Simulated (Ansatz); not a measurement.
Geometry optimisation, Ansatz 0.2.0, RKS PBE0-D4/def2-SVP.

The input (input.yaml):

```yaml
crystal:
  periodic: [false, false, false]
  atoms:
    - { symbol: C, position_ang: [-1.3169, 0.8377, 1.342] }
    - { symbol: "N", position_ang: [0.0505, 0.7223, 1.5998] }
    - { symbol: Ga, position_ang: [0.54262, 2.42644, 2.98602] }
    - { symbol: "N", position_ang: [0.23933, 3.67609, 2.89756] }
    - { symbol: Si, position_ang: [0.75026, 4.43614, 1.34207] }
    - { symbol: H, position_ang: [-1.5418, 1.8906, 0.865] }
    - { symbol: H, position_ang: [-1.9123, 0.8189, 2.2825] }
    - { symbol: H, position_ang: [-1.669, 0.1072, 0.6249] }
    - { symbol: H, position_ang: [0.54373, 0.79203, 0.67933] }
    - { symbol: H, position_ang: [1.0074, 1.60138, 3.38889] }
    - { symbol: H, position_ang: [-0.87555, 3.68387, 2.8201] }
    - { symbol: H, position_ang: [0.25293, 3.63477, 0.19987] }
    - { symbol: H, position_ang: [2.16328, 4.40005, 1.32634] }
    - { symbol: H, position_ang: [0.24766, 5.78339, 1.25135] }
basis:
  gaussian: { orbitals: def2-SVP }
hamiltonian:
  xc: pbe0
  dispersion: d4
relax:
  f_tol: 0.015
  max_steps: 40
```

Command:

```bash
$ ansatz run input.yaml --threads 2 --pin off --max-ram 3072MiB --backend cpu --events-out ev --progress --plain --runs-dir out
```

**Question.** Where does it end, and by what steps?

**Answer.** The run converged. The force dipped under the threshold on the way, but the program's further checks kept it going. After 34 steps the energy has fallen by 17.213 eV; H12 moved furthest, 2.17 Å. The start is strongly strained (largest force component 50 eV/Å), so its close contacts needn't be bonds. Parted: Ga3–Si5, Ga3–H11.

```tsv
step	energy less start (eV)	largest force component (eV/Å)	accepted
0	0.0000	50.477	yes
2	-13.6620	6.132	yes
4	-16.0431	0.918	yes
6	-16.3880	0.429	yes
8	-16.5593	0.758	yes
10	-16.7292	0.682	yes
12	-16.8858	0.420	yes
14	-17.0030	0.763	yes
16	-17.0937	0.226	yes
18	-17.1326	0.472	yes
20	-17.1809	0.209	yes
22	-17.1931	0.140	yes
24	-17.2037	0.171	yes
26	-17.2090	0.219	no
28	-17.2105	0.010	yes
30	-17.2119	0.047	yes
32	-17.2126	0.039	yes
34	-17.2128	0.013	yes
```

```xyz
14
Properties=species:S:1:pos:R:3
C -1.679 0.476 1.493
N -0.351 0.539 2.044
Ga 0.759 1.969 2.180
N 0.117 3.566 1.537
Si 0.924 5.100 1.504
H -1.990 1.467 1.123
H -2.441 0.165 2.233
H -1.758 -0.217 0.633
H -0.021 -0.353 2.395
H 2.175 1.848 2.805
H -0.824 3.548 1.153
H 1.084 5.643 0.115
H 2.281 4.906 2.098
H 0.205 6.154 2.293
```

Whether the end is a true minimum wasn't checked by a vibrational analysis.

The run took 3.5 min on 2 threads of Arm Neoverse V1, on a shared host, peak memory 0.38 GiB.
